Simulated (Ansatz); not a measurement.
Stepwise reaction of `[NH]=[Mo](=[NH])([NH2])[NH2]` with water, as a gas-phase model of exchange steps in deposition or etching. ΔE in kJ/mol; ΔG adds harmonic PBE0-D4 terms to CCSD(T)/CBS, at 1 bar.

Program: Ansatz. Geometries: PBE0-D4/def2-TZVP. ΔE: electronic, gas phase. CCSD(T)/CBS adds triple-zeta CCSD(T) − MP2 to the extrapolated MP2 energy (def2 sets, frozen cores). This one scheme is used for every species. Functionals use def2-TZVPP. B3LYP here is the variant with VWN-RPA as its local correlation; programs differ in this. Elements past krypton have def2 core potentials. For Mo outer-core shells are correlated without core-valence functions, which leaves a few kJ/mol of doubt a bond. One conformer a species, not always the lowest.

```csv
step,reaction,PBE-D4,B3LYP-D4,ωB97M-V,CCSD(T)/CBS,ΔG(500 K)
2,`[NH]=[Mo](=[NH])([NH2])[OH]` + H₂O → `[NH]=[Mo](=[NH])([OH])[OH]` + NH₃,-29.4,-28.7,-28.7,-22.7,-16.8
```

Q: Give the row of step 1, `[NH]=[Mo](=[NH])([NH2])[NH2]` + H₂O → `[NH]=[Mo](=[NH])([NH2])[OH]` + NH₃. (An estimate is asked.)

A: Computed: 
```json
{"step": "1", "reaction": "`[NH]=[Mo](=[NH])([NH2])[NH2]` + H₂O → `[NH]=[Mo](=[NH])([NH2])[OH]` + NH₃", "PBE-D4": "-33.6", "B3LYP-D4": "-32.9", "ωB97M-V": "-32.9", "CCSD(T)/CBS": "-27.5", "ΔG(500 K)": "-25.7"}
```

Q: By hand: ΔE of the 2 steps together at CCSD(T)/CBS.

A: (-27.5) + (-22.7) = -50.2 kJ/mol, or -25.1 kJ/mol a step.

In ΔE the steps differ by no more than 4.8 kJ/mol. All are downhill at CCSD(T)/CBS. ΔG lies between -25.7 and -16.8 kJ/mol a step. PBE-D4 differs from CCSD(T)/CBS by -6.7 to -6.1 kJ/mol a step. Isolated molecules leave out the surface, adducts and barriers. Largest T1 diagnostic: 0.022.
